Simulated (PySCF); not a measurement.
LaI: energy against distance

Set-up: PySCF, spin-free X2C with a Gaussian nucleus, basis sets La x2c-SVPall, I x2c-SVPall. Energies in eV from La (5d1 6s2) + I in their ground configurations at the same level. State: triplet, about 0.0 electrons in the 4f shell (Mulliken).

All columns are PBE. A positive dipole means La(−)I(+).

```json
{"R (Å)": "2.527", "E (eV)": "-3.137", "μ (D)": "-2.66", "Mulliken charge on La (basis-dependent)": "0.02", "HOMO (eV)": "-2.75", "LUMO (eV)": "-2.22", "Mayer bond order": "1.71", "⟨S²⟩": "2.00"}
{"R (Å)": "2.645", "E (eV)": "-3.710", "μ (D)": "-3.13", "Mulliken charge on La (basis-dependent)": "0.09", "HOMO (eV)": "-2.88", "LUMO (eV)": "-2.34", "Mayer bond order": "1.60", "⟨S²⟩": "2.00"}
{"R (Å)": "2.763", "E (eV)": "-4.009", "μ (D)": "-3.63", "Mulliken charge on La (basis-dependent)": "0.15", "HOMO (eV)": "-3.01", "LUMO (eV)": "-2.46", "Mayer bond order": "1.51", "⟨S²⟩": "2.00"}
{"R (Å)": "2.851", "E (eV)": "-4.107", "μ (D)": "-4.02", "Mulliken charge on La (basis-dependent)": "0.18", "HOMO (eV)": "-3.10", "LUMO (eV)": "-2.55", "Mayer bond order": "1.45", "⟨S²⟩": "2.00"}
{"R (Å)": "2.939", "E (eV)": "-4.128", "μ (D)": "-4.42", "Mulliken charge on La (basis-dependent)": "0.21", "HOMO (eV)": "-3.20", "LUMO (eV)": "-2.65", "Mayer bond order": "1.40", "⟨S²⟩": "2.00"}
{"R (Å)": "3.027", "E (eV)": "-4.092", "μ (D)": "-4.83", "Mulliken charge on La (basis-dependent)": "0.23", "HOMO (eV)": "-3.29", "LUMO (eV)": "-2.74", "Mayer bond order": "1.36", "⟨S²⟩": "2.00"}
{"R (Å)": "3.145", "E (eV)": "-3.982", "μ (D)": "-5.37", "Mulliken charge on La (basis-dependent)": "0.26", "HOMO (eV)": "-3.41", "LUMO (eV)": "-2.85", "Mayer bond order": "1.31", "⟨S²⟩": "2.00"}
{"R (Å)": "3.292", "E (eV)": "-3.779", "μ (D)": "-6.06", "Mulliken charge on La (basis-dependent)": "0.29", "HOMO (eV)": "-3.56", "LUMO (eV)": "-2.99", "Mayer bond order": "1.24", "⟨S²⟩": "2.00"}
{"R (Å)": "3.468", "E (eV)": "-3.486", "μ (D)": "-6.87", "Mulliken charge on La (basis-dependent)": "0.32", "HOMO (eV)": "-3.72", "LUMO (eV)": "-3.15", "Mayer bond order": "1.18", "⟨S²⟩": "2.00"}
{"R (Å)": "3.703", "E (eV)": "-3.070", "μ (D)": "-7.91", "Mulliken charge on La (basis-dependent)": "0.36", "HOMO (eV)": "-3.91", "LUMO (eV)": "-3.34", "Mayer bond order": "1.11", "⟨S²⟩": "2.01"}
```

A fit through these points gives, at Re = 2.923 Å, μ = -4.35 D and dμ/dR = -4.55 D/Å; the reduced mass is 66.32 u.

How strong is the fundamental in the double-harmonic approximation, I = 42.26·(dμ/dR)²/μred km/mol?

I = 42.26·(-4.55)²/66.32 = 13.2 km/mol at PBE.

These are scalar-relativistic numbers at best; spin–orbit coupling would shift them, the dissociation energy most. The state is the lowest single determinant that the PBE0 search found; with open d or f shells the true ground state can be another one.
